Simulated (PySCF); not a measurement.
Compound: C₄H₃F₄NO.
Z-matrix (Å and degrees, GFN2-xTB geometry), rows numbered from 1:
```
C 
N   1  1.2612
C   2  1.3734  1  119.90
C   3  1.3323  2  121.01  1  -179.97
F   4  1.3328  3  121.43  2  -179.98
O   4  1.3688  3  124.07  2     0.04
C   6  1.3358  4  120.09  3  -179.92
F   7  1.3246  6  108.09  4  -179.99
F   7  1.3362  6  113.63  4    61.04
F   7  1.3362  6  113.64  4   -61.04
H   1  1.0942  2  124.35  3    -0.05
H   1  1.0781  2  117.97  3   179.93
H   3  1.0902  2  121.21  1    -0.06
```

The closed-shell SCF was solved with PySCF and density fitting under several settings on one GFN2-xTB geometry (grid level 2 and gas phase unless stated).

```json
{"settings": "PBE0/pcSseg-1", "basis functions": "185", "SCF cycles": "14", "E (Eh)": "-682.7753", "HOMO (eV)": "-7.38", "LUMO (eV)": "-1.44", "dipole (D)": "3.01"}
{"settings": "B3LYP/def2-SVPD", "basis functions": "239", "SCF cycles": "15", "E (Eh)": "-683.0511", "HOMO (eV)": "-7.23", "LUMO (eV)": "-1.78", "dipole (D)": "3.11"}
{"settings": "B97-2/def2-SVPD, start guess sap", "basis functions": "239", "SCF cycles": "17", "E (Eh)": "-682.8323", "HOMO (eV)": "-7.18", "LUMO (eV)": "-1.58", "dipole (D)": "3.09"}
{"settings": "wB97X-D/6-31G", "basis functions": "96", "SCF cycles": "14", "E (Eh)": "-683.0970", "HOMO (eV)": "-9.23", "LUMO (eV)": "0.33", "dipole (D)": "3.67"}
{"settings": "PBE0/def2-SVPD, IEF-PCM benzene, start guess atom", "basis functions": "239", "SCF cycles": "11", "E (Eh)": "-682.3644", "HOMO (eV)": "-7.33", "LUMO (eV)": "-1.41", "dipole (D)": "3.54"}
```

Task: Estimate the rows for these settings: (1) PBE0/def2-SVPD; (2) WP04/aug-cc-pVDZ, damping 0.3 at the start, DIIS from the seventh cycle.

Result: 
```
                                                               settings  basis functions  SCF cycles     E (Eh)  HOMO (eV)  LUMO (eV)  dipole (D)
                                                         PBE0/def2-SVPD              239          14  -682.3615      -7.42      -1.53        3.10
WP04/aug-cc-pVDZ, damping 0.3 at the start, DIIS from the seventh cycle              257          19  -696.4833      -8.59      -3.72        3.33
```

Task: Over all rows, what range does the HOMO–LUMO gap span?

Result: From 4.87 eV (WP04/aug-cc-pVDZ, damping 0.3 at the start, DIIS from the seventh cycle) to 9.56 eV (wB97X-D/6-31G). The functional of the narrowest has 12 % exact exchange, that of the widest range-separated exact exchange.

Task: Compare two rows with the functional PBE0: PBE0/pcSseg-1 and PBE0/def2-SVPD. Which energy is lower, and by how much?

Result: PBE0/pcSseg-1 (185 functions) lies 0.4138 Eh or 260 kcal/mol below PBE0/def2-SVPD (239 functions). The smaller set gives the lower energy; the two sets aren't nested, so the variational bound doesn't order them by size.

wB97X-D ran without the empirical dispersion term, which would shift the total energy alone. Cycle counts include a coarse-grid stage where the run had one. WP04 was designed for NMR shieldings or shifts; total energies of different functionals aren't comparable. One conformer (not necessarily the lowest) at the GFN2-xTB geometry, without vibrations or thermal averaging.
